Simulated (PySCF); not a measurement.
**C₆ coefficients of unlike pairs at wB97X-V**

Calculated with PySCF 2.14 from the dipole response of each species, C₆(A,B) = (3/π) ∫ α_A(iu) α_B(iu) du, in atomic units, from isotropic polarisabilities. For ions this is the dispersion term alone; charge-induced terms of lower order in 1/R come first.

```json
{"species": "Hg", "configuration": "[Xe] 4f14 5d10 6s2 (1S)", "basis": "aug-cc-pVTZ-PP with one added diffuse shell each of s, p, d, f, g type with ECP60MDF (7s7p6d4f3g)", "relativity": "core potential", "α (bohr³)": "38.62", "C₆ (like pair)": "380.4"}
{"species": "Hf", "configuration": "[Xe] 4f14 5d2 6s2 (3F)", "basis": "aug-cc-pwCVTZ-PP with ECP60MDF (8s8p7d4f3g)", "relativity": "core potential", "α (bohr³)": "107.6", "C₆ (like pair)": "1459"}
{"species": "S⁺", "configuration": "[Ne] 3s2 3p3 (4S)", "basis": "aug-cc-pV(T+d)Z (6s5p4d2f)", "relativity": "none", "α (bohr³)": "10.89", "C₆ (like pair)": "53.68"}
{"species": "Ga²⁺", "configuration": "[Ar] 3d10 4s1 (2S)", "basis": "aug-cc-pVQZ-DK (8s7p5d3f2g)", "relativity": "spin-free X2C", "α (bohr³)": "10.20", "C₆ (like pair)": "30.39"}
```

**Question.** Estimate C₆ for Hf with Hg.

**Answer.** The integral gives 706.5. The combination rule 2 C_A C_B / (C_A α_B/α_A + C_B α_A/α_B) gives 701.1 and the geometric mean 745.0.

No spin-orbit coupling is included.

The other pairs:

```json
{"pair": "S⁺, Hg", "C₆": "139.9"}
{"pair": "Ga²⁺, S⁺", "C₆": "39.78"}
{"pair": "S⁺, Hf", "C₆": "243.4"}
{"pair": "Ga²⁺, Hg", "C₆": "107.4"}
{"pair": "Ga²⁺, Hf", "C₆": "197.1"}
```
